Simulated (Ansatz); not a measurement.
`[Cl][Ge][Cl]`. Charge 0, multiplicity 1. Geometry: relaxed with PBE0-D4/def2-TZVP.

```xyz
3

Cl   -1.503   -0.040   -0.867
Ge    0.066    0.864    0.350
Cl    1.437   -0.824    0.516
```

**Question.** What is the dipole moment at ωB97M-V/def2-TZVPP? (An estimate is asked.)

**Answer.** Ansatz gave: 2.10 D, with components (0.15, 1.94, 0.79) D in this frame, pointing from negative to positive charge.

**Question.** And with PBE, r2SCAN, B3LYP? (Best estimate.)

**Answer.** The calculation gave: PBE 1.84 D, r2SCAN 1.85 D, B3LYP 2.05 D.

**Question.** Give the Mulliken charges with ωB97M-V, PBE, r2SCAN in def2-TZVPP. (Estimate.)

**Answer.** Computed: 
```json
{"atom": "Cl1", "ωB97M-V": "-0.28", "PBE": "-0.27", "r2SCAN": "-0.30"}
{"atom": "Ge2", "ωB97M-V": "0.55", "PBE": "0.54", "r2SCAN": "0.59"}
{"atom": "Cl3", "ωB97M-V": "-0.28", "PBE": "-0.27", "r2SCAN": "-0.30"}
```

B3LYP here is the variant with VWN-RPA as its local correlation; programs differ in this.
